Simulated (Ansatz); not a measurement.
`[NH2][GeH]([Cl])[Cl]` + H₂Se → `[Cl][GeH]([Cl])[SeH]` + NH₃  (ligand exchange at a Ge–N bond)

Computed with Ansatz on PBE0-D4/def2-TZVP structures; ΔE is electronic, products minus reactants. CBS: MP2 limit from def2 TZ/QZ plus the TZ coupled-cluster correction, frozen cores. This one scheme is used for every species. DFT in def2-TZVPP. For Ge, Se outer-core shells are correlated without core-valence functions, which leaves a few kJ/mol of doubt a bond. Scalar relativity is left out up to krypton. Each species was taken in one conformer, which may not be the lowest.

```
             level  ΔE (kJ/mol)
        r2SCANh-D4        -48.4
        r2SCAN0-D4        -48.1
           ωB97M-V        -44.9
              BLYP        -48.1
           r2SCANh        -47.9
     HF/def2-QZVPP        -35.3
SCS-MP2/def2-QZVPP        -44.3
      HF/CBS(def2)        -35.2
```

Question: What does CCSD(T)/CBS give? (Best estimate.)

Answer: The calculation gave: -46.3 kJ/mol. The listed levels differ from it by -2.1, -1.8, 1.4, -1.8, -1.6, 11.0, 2.0, 11.1 kJ/mol.

Question: What do rigid-rotor, harmonic-oscillator terms from PBE0-D4/def2-TZVP frequencies (298.15 K, 1 bar) make of the CCSD(T)/CBS value? (An estimate is asked.)

Answer: Ansatz gave: ΔZPE = +9.1 kJ/mol, ΔH = -36.3 kJ/mol, ΔS = -7 J/(mol·K), ΔG = -34.1 kJ/mol.

Largest T1 diagnostic among the species: 0.010.

In def2-TZVPP, CCSD(T) changes the Hartree–Fock value by −6.2 kJ/mol (the triples alone add −1.8 kJ/mol) and MP2 by −10.8 kJ/mol. At CCSD(T), def2-SVP lies +12.1 kJ/mol from the extrapolated value and def2-TZVPP +4.3 kJ/mol.

CCSD(T)/CBS has its own doubt, a few kJ/mol and more with outer-core shells, so smaller differences from it don't rank the levels.
